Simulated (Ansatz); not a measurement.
Geometry optimisation, Ansatz, RKS revPBE/STO-3G.

Input file:

```yaml
crystal:
  periodic: [false, false, false]
  atoms:
    - { symbol: C, position_ang: [-1.1202, 0.9861, 1.1057] }
    - { symbol: "N", position_ang: [0.086, 1.1242, 0.3711] }
    - { symbol: Si, position_ang: [1.0814, -0.1921, 0.0058] }
    - { symbol: C, position_ang: [0.4101, -1.4457, -1.0806] }
    - { symbol: Cl, position_ang: [-0.1882, -0.7083, -2.6199] }
    - { symbol: H, position_ang: [-1.5858, 2.0485, 1.2391] }
    - { symbol: H, position_ang: [-1.0026, 0.589, 2.0895] }
    - { symbol: H, position_ang: [-1.8668, 0.455, 0.5345] }
    - { symbol: H, position_ang: [-0.0629, 1.6617, -0.4497] }
    - { symbol: H, position_ang: [2.3342, 0.3802, -0.575] }
    - { symbol: H, position_ang: [1.4757, -0.8014, 1.3393] }
    - { symbol: H, position_ang: [-0.5267, -1.9006, -0.598] }
    - { symbol: H, position_ang: [0.9861, -2.2313, -1.347] }
basis:
  gaussian: { orbitals: STO-3G }
hamiltonian:
  xc: revpbe
relax:
  f_tol: 0.02
  max_steps: 40
scf:
  lower_state_search: "off"
```

Run as:

```bash
$ ansatz run input.yaml --threads 1 --pin off --max-ram 2048MiB --backend cpu --events-out ev --progress --plain --runs-dir out
```

Where does it end, and by what steps?

The run converged. The force dipped under the threshold on the way, but the program's further checks kept it going. Limits of this set-up: minimal basis. After 9 steps the energy has fallen by 1.165 eV; N2 moved furthest, 0.22 Å.

```
step  energy less start (eV)  largest force component (eV/Å)  accepted
   0                  0.0000                           5.159       yes
   1                 -1.0255                           1.140       yes
   2                 -1.1311                           0.428       yes
   3                 -1.1469                           0.234       yes
   4                 -1.1599                           0.154       yes
   5                 -1.1622                           0.081       yes
   6                 -1.1637                           0.033       yes
   7                 -1.1641                           0.037       yes
   8                 -1.1644                           0.012       yes
   9                 -1.1646                           0.013       yes
```

```xyz
13
Properties=species:S:1:pos:R:3
C -1.156 1.026 1.082
N 0.179 1.314 0.424
Si 1.159 -0.143 0.067
C 0.336 -1.469 -1.051
Cl -0.266 -0.735 -2.659
H -1.662 1.990 1.313
H -0.979 0.494 2.042
H -1.869 0.412 0.474
H -0.051 1.801 -0.495
H 2.378 0.302 -0.599
H 1.456 -0.807 1.332
H -0.554 -1.945 -0.585
H 1.048 -2.276 -1.331
```

Time of the run: 26 s on 1 thread of Arm Neoverse V1 (shared host), peak memory 0.14 GiB.
